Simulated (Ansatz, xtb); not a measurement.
# AlFH3MgNO: which of two structures lies lower

We compare X, a singlet given by its coordinates, with Y, a singlet given by its coordinates. Both are isolated molecules in the gas phase, relaxed with B3LYP-D3(BJ)/def2-SVP.

X (Å):

```xyz
8

Al   -1.1984   -2.3645   -1.9819
F     1.1181    0.7791    0.1838
Mg    0.2085   -0.5690   -0.5192
N    -0.5965   -0.6593   -2.5869
O    -0.5896   -2.2961   -0.4184
H     0.0811   -0.6300   -3.3541
H    -1.3003    0.0377   -2.8466
H    -2.0133   -3.3844   -2.8535
```

Close contacts (Å): Al1–Mg3 2.71, Al1–N4 1.91, Al1–O5 1.68, F2–Mg3 1.77, Mg3–N4 2.22, Mg3–O5 1.91, Al1–H8 1.57, N4–H6 1.02, N4–H7 1.02.

Y (Å):

```yaml
atoms:
  - { symbol: Al, position_ang: [-0.1685, -2.1093, -0.0472] }
  - { symbol: F, position_ang: [0.8741, -2.9850, -5.1132] }
  - { symbol: Mg, position_ang: [0.5099, -2.6680, -3.4189] }
  - { symbol: N, position_ang: [-1.1252, -0.7315, 0.5344] }
  - { symbol: O, position_ang: [0.1306, -2.3315, -1.7033] }
  - { symbol: H, position_ang: [-1.5455, -0.0076, -0.0404] }
  - { symbol: H, position_ang: [-1.3306, -0.5578, 1.5140] }
  - { symbol: H, position_ang: [0.3902, -3.1152, 1.0365] }
```

Close contacts (Å): Al1–N4 1.78, Al1–O5 1.70, F2–Mg3 1.76, Mg3–O5 1.79, Al1–H8 1.58, N4–H6 1.02, N4–H7 1.02.

Estimate which is lower in electronic energy at CCSD(T)/def2-SVP + ΔMP2/def2-TZVPP, and by roughly how much.

Too close to call at this level: CCSD(T)/def2-SVP + ΔMP2/def2-TZVPP gives E(Y) − E(X) = +0.85 kcal/mol.

The same difference at several levels:

```csv
level,geometry,E(Y) − E(X) (kcal/mol),departure from the last row (kcal/mol),"job, with rough time for the two"
B3LYP-D3(BJ)/def2-SVP,B3LYP-D3(BJ)/def2-SVP,+2.74,+1.89,"optimisation, 2.2 min"
HF/def2-SVP,B3LYP-D3(BJ)/def2-SVP,−3.94,−4.78,part of the CCSD(T) run
MP2/def2-SVP,B3LYP-D3(BJ)/def2-SVP,+2.25,+1.40,part of the CCSD(T) run
CCSD(T)/def2-SVP,B3LYP-D3(BJ)/def2-SVP,+2.46,+1.62,single point
CCSD(T)/def2-SVP + ΔMP2/def2-TZVPP,B3LYP-D3(BJ)/def2-SVP,+0.85,,"single point, 73 s"
```

The largest departure from CCSD(T)/def2-SVP + ΔMP2/def2-TZVPP is that of HF/def2-SVP, 4.78 kcal/mol. Levels run at GFN2-xTB geometries aren't shown. The last row adds to CCSD(T) the change of the MP2 difference between the two basis sets, here −1.62 kcal/mol.

With harmonic frequencies from B3LYP-D3(BJ)/def2-SVP (ideal gas, rigid rotor, one conformer each, 298.15 K, 1 atm): on the last row, ΔE + ΔZPE = +0.26 kcal/mol. A mode under 50 cm⁻¹ makes harmonic enthalpies and free energies unreliable, so none is given.

The correlated steps freeze 9 core orbitals; the last core shell of Mg is correlated, in a basis made for valence electrons. Codes used: Ansatz 0.2.0; the last row on 1 thread of Intel(R) Xeon(R) Processor @ 2.50GHz (Skylake/Cascade Lake) on a shared host.
